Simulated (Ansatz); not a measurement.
Consider the redistribution: `O[SiH2]C(F)[TeH]` + `[OH][GeH2][O][SiH3]` → `FC([SiH3])[TeH]` + `[OH][GeH]([OH])[O][SiH3]`.

Isolated molecules relaxed with PBE0-D4/def2-TZVP in Ansatz; ΔE leaves out vibrations. CBS: MP2 limit from def2 TZ/QZ plus the TZ coupled-cluster correction, frozen cores. Functionals use def2-TZVPP. B3LYP here is the variant with VWN-RPA as its local correlation; programs differ in this. Elements past krypton have def2 core potentials. For Ge, Te outer-core shells are correlated without core-valence functions, which leaves a few kJ/mol of doubt a bond. Scalar relativity is left out up to krypton. Each species was taken in one conformer, which may not be the lowest.

```tsv
level	ΔE (kcal/mol)	difference from CCSD(T)/CBS
PBE-D4	10.3	-0.3
PBE0-D4	10.6	0.0
B3LYP-D4	11.0	0.4
ωB97M-V	10.8	0.2
B2PLYP	10.5	-0.1
PBE	10.2	-0.4
r2SCAN	10.7	0.1
PBE0	10.5	-0.1
HF/def2-TZVPP	10.2	-0.4
MP2/def2-TZVPP	10.2	-0.4
SCS-MP2/def2-TZVPP	9.9	-0.7
CCSD/def2-TZVPP	9.9	-0.7
CCSD(T)/def2-TZVPP	9.7	-0.9
HF/def2-QZVPP	10.4	-0.2
SCS-MP2/def2-QZVPP	10.5	-0.1
CCSD/CBS(def2)	10.8	0.2
CCSD(T)/CBS	10.6	0
```

Largest T1 diagnostic among the species: 0.012.
